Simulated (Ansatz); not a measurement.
Several settings on one geometry of SnSe₂ (that of the charge 0 singlet, PBE-D4/def2-TZVP). Ansatz on 4 threads of Arm Neoverse V1 on a shared host; times are rough.

```xyz
3

Sn    0.4674    1.2816   -0.6156
Se    0.1402   -0.2475    1.4106
Se   -0.6077   -1.0341   -0.7950
```

Totals from different functionals, basis sets or treatments of relativity can't be compared as stabilities.

DK, ANO-RCC and x2c sets are all-electron and run with scalar relativity unless a key says otherwise. In the def2 sets Sn takes a core potential; there is no spin–orbit coupling. LC-ωPBE has ω = 0.4 bohr⁻¹.

The spins typed aren't always the lowest for that charge.

Give the basis size and estimate the energy, ⟨S²⟩, dipole and time of these runs.

```
run                      method  charge    state                                                                 further keys
  1  UKS PBEsol-D4/x2c-TZVPPall       0  triplet                    scf: {omitted_lower_state_checks: [starts]}; forces asked
  2          RKS LC-ωPBE/STO-3G       0  singlet  final_grid: {core_spheres: 8, valence_spheres: 7, degree: 23}; forces asked
  3       RKS B3LYP5/def2-mTZVP       0  singlet                                  scf: {omitted_lower_state_checks: [starts]}
```


| run | functions | energy (Eh) | ⟨S²⟩ | dipole (D) | wall time |
| --- | --- | --- | --- | --- | --- |
| 1 | 156 | -11029.1691 | 2.00 | 0.64 | 5 s |
| 2 | 63 | -10713.7952 | – | 3.54 | 0.8 s |
| 3 | 108 | -5017.2721 | – | – | 1.6 s |
